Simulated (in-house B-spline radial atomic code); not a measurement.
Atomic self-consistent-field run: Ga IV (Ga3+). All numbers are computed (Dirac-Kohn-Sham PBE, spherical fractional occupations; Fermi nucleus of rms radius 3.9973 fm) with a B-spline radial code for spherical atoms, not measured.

Command:
```bash
python run_scf.py task.json out
```
Settings (nuclear radius in fm, mass in u):
```
Z                31
configuration    [Ar] 3d10
hamiltonian      dirac
method           pbe,pbe
spin_polarised   False
nucleus          fermi
rms_radius       3.9973
atomic_mass      68.92557
speed_of_light   137.035999084
```

Output (hartree, bohr):
```
 radial grid: 68 intervals, B-splines of order 8, outer radius 18.6486 bohr

 iter        energy (Eh)    residual
    1       -1936.211217    3.81e-01
    2       -1934.471068    6.00e-01
    3       -1941.836367    5.60e-02
    4       -1941.868732    1.28e-02
    5       -1941.868622    1.33e-02
    6       -1941.873254    1.84e-03
    7       -1941.873311    1.09e-04
    8       -1941.873311    5.24e-06
    9       -1941.873311    1.49e-07

 total energy                     -1941.87331
 kinetic                            1980.4542
 electron-nucleus                  -4651.0199
 Hartree                             803.4836
 exchange-correlation                -74.7912

 first-order corrections (not in the total)
   Gaunt                             0.9395
   retardation                      -0.0870
   frequency dependence             -0.0031
   self-energy                       0.6282
   Uehling                          -0.0589
   Wichmann-Kroll                    0.0005
   recoil                            0.0115

 orbital      occ     eigenvalue          <r>       <r^2>       <1/r>       <r^4>     <1/r^2>       r_max    small
 1s1/2      2.000      -377.0882    0.0485981  0.00317809     31.3033 2.59914e-05     2024.02     0.03178  1.25e-02
 2s1/2      2.000       -47.5997     0.217578   0.0559073     6.88488  0.00543116      203.36      0.1825  2.41e-03
 2p1/2      2.000       -42.2794     0.188283   0.0435528      6.8443  0.00384249     66.1928      0.1445  2.40e-03
 2p3/2      4.000       -41.2628     0.191791     0.04506     6.66932  0.00408628     60.8918      0.1474  2.36e-03
 3s1/2      2.000        -6.6779     0.651802    0.490582     2.19102    0.390013     31.5206      0.5649  5.44e-04
 3p1/2      2.000        -4.9576     0.671503    0.531576     2.06116    0.493718     9.75211      0.5617  4.94e-04
 3p3/2      4.000        -4.8245      0.68215    0.548469     2.01916    0.525738     8.97516        0.57  4.82e-04
 3d3/2      4.000        -1.9389     0.784212    0.788222     1.67782      1.4989     3.80737      0.5318  3.53e-04
 3d5/2      6.000        -1.9216      0.78946    0.798884     1.66644     1.53988     3.75162      0.5346  3.50e-04
```

Run time, properties included: 1.6 s on 1 thread of Arm Neoverse V1, with other jobs on the host.

For the Dirac Hamiltonian the kinetic term is c α·p + (β - 1)c².
